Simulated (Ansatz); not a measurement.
# Abstraction of Cl: GeH2Cl2 + In(CH3)Cl → GeH2Cl + In(CH3)Cl2

Species: GeH2Cl2 (dichlorogermane) `[Cl][GeH2][Cl]`, singlet; In(CH3)Cl, doublet; GeH2Cl `[Cl][GeH2]`, doublet; In(CH3)Cl2, singlet. A radical takes Cl: the energy is the difference in strength between the Ge–Cl bond broken and the In–Cl bond made.

Shapes, held fixed at every level: PBE0-D4/def2-TZVP. Programs: Ansatz 0.2.0. Electronic energies: no zero-point or thermal term.

(1) Estimate ΔE of this reaction.

Results:

(1) The highest level, CCSD(T)/def2-TZVPP, gives ΔE = +23.3 kJ/mol; the levels span +11.0 to +29.6. The column of differences is taken from that level and isn't an error. No measured value is set beside it here. Spin contamination: In(CH3)Cl (⟨S²⟩ up to 0.78). Open shells run unrestricted. For atoms past krypton def2 sets carry core potentials with scalar relativity. Relativity is left out for Ge. Outer-core shells of Ge, In are correlated, in sets that cover them unevenly.

| level | kind | ΔE (kJ/mol) | less CCSD(T)/def2-TZVPP |
| --- | --- | --- | --- |
| MP2/def2-SVP | perturbation theory | +11.0 | -12.3 |
| SPW92/def2-TZVPP | LDA | +27.9 | +4.6 |
| B3LYP-D4/def2-TZVPP | global hybrid | +29.6 | +6.3 |
| B2PLYP/def2-TZVPP | double hybrid | +25.7 | +2.4 |
| CCSD/def2-SVP | coupled cluster or CI | +13.8 | -9.5 |
| CCSD/def2-TZVPP | coupled cluster or CI | +23.3 | 0.0 |
| CCSD(T)/def2-TZVPP | coupled cluster or CI | +23.3 | 0.0 |
